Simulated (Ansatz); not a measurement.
Mulliken charges of BClGeH₄O₂, SMILES `[OH][GeH2][B](O)Cl` from r2SCAN/def2-TZVPP in Ansatz (PBE0-D4/def2-TZVP geometry).

```
atom   x (Å)   y (Å)   z (Å)  charge (e)
  O1  -0.448   0.545  -2.108      -0.457
 Ge2   0.040  -0.675  -0.896       0.335
  B3   0.049   0.213   0.981       0.208
  O4   0.125  -0.520   2.100      -0.257
 Cl5  -0.023   1.987   1.086      -0.171
  H6  -0.251   1.435  -1.805       0.188
  H7   1.442  -1.210  -1.261      -0.044
  H8  -0.982  -1.814  -1.030      -0.022
  H9   0.136  -0.007   2.916       0.220
```

Task: By hand: the dipole of these point charges (1 e Å = 4.8032 D).

Result: Σ q r = (0.141, -0.276, 0.522) e Å, of length 0.607 e Å = 2.92 D.

Task: How does the dipole of the full density compare? (Estimate.)

Result: Ansatz gave: (0.127, 0.100, 0.603) e Å, 3.00 D; the point charges give 0.97 times that, at 36° from its direction.

Point charges leave out the atoms' own dipoles, such as those of lone pairs, and Mulliken's split depends on the basis, so the two needn't agree.
